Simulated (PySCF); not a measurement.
H₉BGeO₂Si₂, SMILES OB(O)[SiH2][SiH2][GeH3], GFN2-xTB optimised geometry.

```
15

O      0.13    -1.50     0.00
B     -1.23    -1.50     0.00
O     -1.83    -2.72     0.00
Si    -2.03     0.31     0.00
Si    -0.28     1.84    -0.03
Ge     1.80     0.77    -0.03
H      0.55    -2.36     0.00
H     -2.78    -2.76     0.00
H     -2.92     0.53     1.15
H     -2.95     0.51    -1.13
H     -0.31     2.76     1.12
H     -0.33     2.73    -1.20
H      2.95     1.76    -0.05
H      2.16    -0.07     1.16
H      2.14    -0.09    -1.21
```

Density from PBE/def2-TZVP (PySCF 2.14.0) at that geometry.

Minimum of the electron density along straight lines between bonded atoms, close to the bond critical point (lines longer than 1.1 times the sum of covalent radii, or with two minima, are not listed):

```
bond     length / Å  ρ at the minimum / e bohr⁻³  ∇²ρ there / e bohr⁻⁵  position (fraction from the first atom)
-------  ----------  ---------------------------  --------------------  ---------------------------------------
O1–B2         1.354                        0.212                  0.95                                     0.67
B2–O3         1.358                        0.209                  0.93                                     0.33
B2–Si4        1.977                        0.115            (withheld)                                     0.61
Si4–Si5       2.320                        0.092                 -0.15                                     0.49
Si5–Ge6       2.339                        0.091                 -0.15                                     0.43
O1–H7         0.960                        0.359                 -2.44                                     0.80
O3–H8         0.955                        0.365                 -2.52                                     0.81
Si4–H9        1.477                        0.118                  0.18                                     0.50
Si4–H10       1.477                        0.118                  0.18                                     0.50
Si5–H11       1.471                        0.120                  0.17                                     0.50
Si5–H12       1.471                        0.120                  0.17                                     0.50
Ge6–H13       1.518                        0.134                  0.09                                     0.60
Ge6–H14       1.502                        0.139                  0.08                                     0.60
Ge6–H15       1.502                        0.139                  0.08                                     0.60
```

Q: What belongs in the gaps?

A: 
- B2–Si4, ∇²ρ there / e bohr⁻⁵: -0.03
